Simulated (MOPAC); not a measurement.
MOPAC input (MNDO):

```
MNDO PRECISE GNORM=0.05 LET XYZ CHARGE=-1 GEO-OK AUX(PRECISION=9) THREADS=1
C2H4N

C     1.10126503 1   -0.42590153 1    0.11882443 1
N     0.05902261 1    0.36914836 1    0.25462138 1
C    -1.13701915 1    0.20228262 1   -0.27306636 1
H     2.03612484 1   -0.17060416 1    0.61036532 1
H     1.07185192 1   -1.35069917 1   -0.47726420 1
H    -1.39316111 1   -0.65888258 1   -0.90885189 1
H    -1.91344924 1    0.93786092 1   -0.08114727 1
```

Output:

```
 *******************************************************************************
 **                                                                           **
 **                              MOPAC v23.2.5                                **
 **                                                                           **
 *******************************************************************************
 ** MOPAC's Digital Object Identifier: https://doi.org/10.5281/zenodo.6511958 **
 **                                                                           **
 ** Please cite the open-source release paper for use of this MOPAC version:  **
 ** J. E. Moussa and J. J. P. Stewart (2026)                                  **
 ** MOPAC: An open-source semiempirical molecular orbital program             **
 ** J. Open Source Softw., 11(119), 8025, https://doi.org/10.21105/joss.08025 **
 *******************************************************************************

                              MNDO CALCULATION RESULTS

 *******************************************************************************
 *  MNDO       - The MNDO Hamiltonian to be used
 *  GEO-OK     - OVERRIDE INTERATOMIC DISTANCE AND OTHER SAFETY CHECKS
 *
 *
 *
 *                 CHARGE ON SYSTEM = -1
 *
 *
 *
 *  LET        - OVERRIDE SOME SAFETY CHECKS
 *  PRECISE    - TIGHTER CRITERIA TO BE USED
 *  XYZ        - CARTESIAN COORDINATE SYSTEM TO BE USED
 *  GNORM      - EXIT WHEN GRADIENT NORM DROPS BELOW 0.050
 *  AUX        - OUTPUT AUXILIARY INFORMATION
 *******************************************************************************
MNDO PRECISE GNORM=0.05 LET XYZ CHARGE=-1 GEO-OK AUX(PRECISION=9) THREADS=1
 C2H4N

   ATOM   CHEMICAL          X               Y               Z
  NUMBER   SYMBOL      (ANGSTROMS)     (ANGSTROMS)     (ANGSTROMS)

     1       C          1.10126503  *  -0.42590153  *   0.11882443  *
     2       N          0.05902261  *   0.36914836  *   0.25462138  *
     3       C         -1.13701915  *   0.20228262  *  -0.27306636  *
     4       H          2.03612484  *  -0.17060416  *   0.61036532  *
     5       H          1.07185192  *  -1.35069917  *  -0.47726420  *
     6       H         -1.39316111  *  -0.65888258  *  -0.90885189  *
     7       H         -1.91344924  *   0.93786092  *  -0.08114727  *

          CARTESIAN COORDINATES

    NO.       ATOM           X           Y           Z

     1         C          1.1013     -0.4259      0.1188
     2         N          0.0590      0.3691      0.2546
     3         C         -1.1370      0.2023     -0.2731
     4         H          2.0361     -0.1706      0.6104
     5         H          1.0719     -1.3507     -0.4773
     6         H         -1.3932     -0.6589     -0.9089
     7         H         -1.9134      0.9379     -0.0811

  H: (MNDO): M.J.S. DEWAR, W. THIEL, J. AM. CHEM. SOC., 99, 4899, (1977)
  C: (MNDO): M.J.S. DEWAR, W. THIEL, J. AM. CHEM. SOC., 99, 4899, (1977)
  N: (MNDO): M.J.S. DEWAR, W. THIEL, J. AM. CHEM. SOC., 99, 4899, (1977)

           Empirical Formula: C2 H4 N  =     7 atoms

      MOLECULAR POINT GROUP   :   C2v

      RHF CALCULATION, NO. OF DOUBLY OCCUPIED LEVELS = 9

          Geometry optimization using EF

          DIAGONAL MATRIX USED AS START HESSIAN

 CYCLE:     1  GRAD.:    48.019 HEAT:  31.13058
 CYCLE:     2  GRAD.:   392.599 HEAT:  58.69969
 CYCLE:     3  GRAD.:   131.208 HEAT:  34.37737
 CYCLE:     4  GRAD.:   381.972 HEAT:  54.48364
 CYCLE:     5  GRAD.:   103.776 HEAT:  35.14694
 CYCLE:     6  GRAD.:    99.106 HEAT:  34.79555
 CYCLE:     7  GRAD.:    62.538 HEAT:  31.88506
 CYCLE:     8  GRAD.:    48.624 HEAT:  31.34497
 CYCLE:     9  GRAD.:     5.065 HEAT:  30.02324
 CYCLE:    10  GRAD.:     3.948 HEAT:  30.01409
 CYCLE:    11  GRAD.:    45.592 HEAT:  30.32541
 CYCLE:    12  GRAD.:     0.107 HEAT:  30.01174
 CYCLE:    13  GRAD.:     0.140 HEAT:  30.01173
 CYCLE:    14  GRAD.:     0.613 HEAT:  30.01182
 CYCLE:    15  GRAD.:     0.105 HEAT:  30.01170
 CYCLE:    16  GRAD.:     0.329 HEAT:  30.01174
 CYCLE:    17  GRAD.:     0.022 HEAT:  30.01170

     GRADIENT =  0.02208 IS LESS THAN CUTOFF =  0.05000

 -------------------------------------------------------------------------------
 MNDO PRECISE GNORM=0.05 LET XYZ CHARGE=-1 GEO-OK AUX(PRECISION=9) THREADS=1
 C2H4N

     GEOMETRY OPTIMISED USING EIGENVECTOR FOLLOWING (EF).
     SCF FIELD WAS ACHIEVED

                              MNDO CALCULATION
                                                       MOPAC v23.2.5 Linux

          FINAL HEAT OF FORMATION =         30.01170 KCAL/MOL =     125.56894 KJ/MOL

          COSMO AREA              =         85.72 SQUARE ANGSTROMS
          COSMO VOLUME            =         67.58 CUBIC ANGSTROMS

          GRADIENT NORM           =          0.02208          =       0.00835 PER ATOM
          IONIZATION POTENTIAL    =          0.738334 EV
          HOMO LUMO ENERGIES (EV) =         -0.738  8.560
          NO. OF FILLED LEVELS    =          9
          MOLECULAR WEIGHT        =         42.0603         POINT GROUP:  C2v

          MOLECULAR DIMENSIONS (Angstroms)

            Atom       Atom       Distance
            H     7    H     4     4.16075
            H     5    N     2     1.71084
            H     6    N     2     0.00000

          SCF CALCULATIONS        =         18

   ATOM   CHEMICAL          X               Y               Z
  NUMBER   SYMBOL      (ANGSTROMS)     (ANGSTROMS)     (ANGSTROMS)

     1       C          1.08810066  *  -0.43173399  *   0.11048565  *
     2       N          0.06306118  *   0.39441619  *   0.27204944  *
     3       C         -1.12677203  *   0.18987893  *  -0.27730657  *
     4       H          2.03349388  *  -0.18924206  *   0.59763291  *
     5       H          1.10008615  *  -1.35556077  *  -0.47038122  *
     6       H         -1.42045177  *  -0.64816276  *  -0.91169170  *
     7       H         -1.91674644  *   0.91939841  *  -0.09400367  *

                             CARTESIAN COORDINATES

   1    C        1.088100655    -0.431733994     0.110485650
   2    N        0.063061175     0.394416194     0.272049438
   3    C       -1.126772032     0.189878929    -0.277306565
   4    H        2.033493878    -0.189242060     0.597632910
   5    H        1.100086152    -1.355560770    -0.470381218
   6    H       -1.420451771    -0.648162755    -0.911691700
   7    H       -1.916746436     0.919398407    -0.094003669

           Empirical Formula: C2 H4 N  =     7 atoms

      MOLECULAR POINT GROUP   :   C2v

                  EIGENVALUES
 -30.97379 -21.79669 -15.09744 -10.00548  -9.39607  -6.99352  -6.09431  -4.05115
  -0.73833   8.55991  10.95162  10.96275  11.37159  11.44464  12.62606  14.96261

              NET ATOMIC CHARGES AND DIPOLE CONTRIBUTIONS

  ATOM NO.   TYPE          CHARGE      No. of ELECS.   s-Pop       p-Pop
    1          C          -0.383398        4.3834     1.22240     3.16100
    2          N          -0.150031        5.1500     1.65896     3.49107
    3          C          -0.383399        4.3834     1.22240     3.16100
    4          H          -0.014563        1.0146     1.01456
    5          H          -0.027024        1.0270     1.02702
    6          H          -0.027026        1.0270     1.02703
    7          H          -0.014560        1.0146     1.01456
 DIPOLE           X         Y         Z       TOTAL
 POINT-CHG.     0.084     0.523     0.361     0.641
 HYBRID        -0.139    -0.867    -0.598     1.063
 SUM           -0.055    -0.345    -0.238     0.422

          ATOMIC ORBITAL ELECTRON POPULATIONS

     Atom    s        px        py        pz
    1  C   1.22240   0.91364   0.99649   1.25087
    2  N   1.65896   1.01275   1.30206   1.17626
    3  C   1.22240   0.91014   1.00263   1.24823
    4  H   1.01456
    5  H   1.02702
    6  H   1.02703
    7  H   1.01456

 **********************
 *                    *
 * JOB ENDED NORMALLY *
 *                    *
 **********************

 == MOPAC DONE ==
```

The dipole moment of an ion depends on the origin.
